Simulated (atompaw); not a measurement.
## Plane-wave convergence, PAW (atompaw) potential for Zn

Zn, PAW, made with atompaw 4.2.0.5 (PBE, scalar-relativistic). Core [Ar], reference 3d10 4s2 4p0. Waves: 4s (bound): rc 3.00 bohr; 4s channel at 0.75 Ry: rc 3.00 bohr; 4p (bound, empty): rc 3.00 bohr; 4p channel at 0.35 Ry: rc 3.00 bohr; 3d (bound): rc 0.75 bohr; 3d channel at 0.3 Ry: rc 0.75 bohr. Local part: troulliermartins scheme with l = 3 at 1 Ry, radius 2.45 bohr. Core correction: smooth core density matched at 2.00 bohr. Augmentation charge: sinc compensation charge, radius 2.85 bohr; PAW radius 3.00 bohr; waves and projectors: custom rrkj vanderbiltortho.

The pseudo-atom Hamiltonian at the reference potential is diagonalised in spherical Bessel functions j_l(qr) that vanish at 20 bohr, with q² up to the cutoff. All-electron valence levels (Ry): 4s -0.4394, 4p -0.0820, 3d -0.7453.

**Question.** How do the lowest levels (Ry) of each channel move with the cutoff, and are there ghosts?

**Answer.**

| cutoff (Ry) | s #1 | p #1 | p #2 | d #1 | f #1 | Σ f·Δε (mRy) |
| --- | --- | --- | --- | --- | --- | --- |
| 8 | -0.4394 | -0.0819 | 0.0507 | 0.0654 | 0.1142 | 8106.7 |
| 25 | -0.4395 | -0.0820 | 0.0507 | 0.0652 | 0.1142 | 8104.8 |
| 50 | -0.4395 | -0.0820 | 0.0507 | 0.0650 | 0.1142 | 8102.8 |
| 100 | -0.4395 | -0.0820 | 0.0507 | -0.3635 | 0.1142 | 3817.6 |
| 180 | -0.4395 | -0.0820 | 0.0507 | -0.7422 | 0.1142 | 30.7 |
| 400 | -0.4395 | -0.0820 | 0.0507 | -0.7453 | 0.1142 | 0.0 |

Result: no extra level below or beside the all-electron valence levels (s, p, d, f tested); 10 mRy is reached at 260 Ry and 1 mRy at over 300 Ry.
